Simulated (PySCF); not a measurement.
# Ionisation energy of Au⁶²⁺ by level of theory

Au⁶²⁺ [Ne] 3s2 3p5 (2P) → Au⁶³⁺ [Ne] 3s2 3p4 (3P), as a difference of total energies. All numbers are calculated (PySCF 2.14, scalar relativity by spin-free X2C-1e, in an even-tempered Gaussian basis (17 s from 17 bohr⁻², ratio 2.5; 12 p from 23 bohr⁻², ratio 2.5; 4 d from 92 bohr⁻², ratio 2.7; 4 f from 140 bohr⁻², ratio 2.7)). Correlated levels: outer shells: 1s2 frozen; virtual orbitals above 40 to 60 times the deepest correlated orbital energy dropped. The calculations carry no spin-orbit coupling.

```
                method  ionisation energy (eV)
                   UHF                  7002.7
                   LDA                  7004.3
                   PBE                  7005.5
                  PBE0                  7005.4
                r2SCAN                  7006.0
                revPBE                  7005.4
                  MN15                  7017.2
    MP2 (outer shells)                  7003.9
SCS-MP2 (outer shells)                  7003.8
```

Spin-orbit coupling is strong in these open shells (close to jj coupling). The scalar numbers leave it out and a first-order estimate fails, so it can dominate the gap to the real levels.

Breit and QED terms and the two-electron picture change are absent.

For comparison: 6854 ± 15 eV (theoretical estimate listed by NIST; NIST Atomic Spectra Database, ionization energies).
